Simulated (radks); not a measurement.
Species: Br II. Configuration: [Ar] 3d10 4s1 4p5 (not the ground configuration). Calculated with a radial shooting solver on a logarithmic mesh with Libxc functionals: scalar-relativistic Kohn-Sham, BLYP, spin-polarised, spherical densities, finite nucleus; open shells are filled with parallel spins first; Fermi nuclear charge, rms radius 4.1629 fm.

Unscreened Slater integrals over Kohn-Sham orbitals (hartree). They are taken over the spin-up orbitals.

F0(4p,4p): 0.47011
F2(4p,4p): 0.24558
F0(4p,4s): 0.50814
G1(4p,4s): 0.33653
F0(4p,3d): 0.61366
F2(4p,3d): 0.12671
G1(4p,3d): 0.042936
G3(4p,3d): 0.039350
F0(4p,3p): 0.61596
F2(4p,3p): 0.12023
G0(4p,3p): 0.029678
G2(4p,3p): 0.034409
F0(4s,4s): 0.55832
F0(4s,3d): 0.71223
G2(4s,3d): 0.062200
F0(4s,3p): 0.71565
G1(4s,3p): 0.048656
F0(3d,3d): 1.5554
F2(3d,3d): 0.74261
F4(3d,3d): 0.46674
F0(3d,3p): 1.5698
F2(3d,3p): 0.75255
G1(3d,3p): 0.90993
G3(3d,3p): 0.56382
F0(3p,3p): 1.5999
F2(3p,3p): 0.80178

Derived for the open shells (J is the average intra-shell exchange parameter used in DFT+U). 4p: J = F2/5 = 0.04912 hartree.
